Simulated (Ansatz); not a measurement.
Mulliken charges of `C#[C][GeH2][F]` from ωB97M-V/def2-TZVPP in Ansatz (PBE0-D4/def2-TZVP geometry).

```csv
atom,x (Å),y (Å),z (Å),charge (e)
C1,1.590,-1.011,0.749,-0.211
C2,0.653,-0.399,0.303,-0.198
Ge3,-0.795,0.603,-0.385,0.519
F4,-1.929,-0.538,-1.040,-0.378
H5,2.415,-1.561,1.142,0.223
H6,-1.526,1.350,0.733,0.022
H7,-0.347,1.489,-1.548,0.022
```

**Question.** By hand: the dipole of these point charges (1 e Å = 4.8032 D).

**Answer.** Σ q r = (0.349, 0.523, 0.212) e Å, of length 0.664 e Å = 3.19 D.

**Question.** How does the dipole of the full density compare? (An estimate is asked.)

**Answer.** Computed: (0.348, 0.250, 0.195) e Å, 2.26 D; the point charges give 1.41 times that, at 20° from its direction.

Point charges leave out the atoms' own dipoles, such as those of lone pairs, and Mulliken's split depends on the basis, so the two needn't agree.
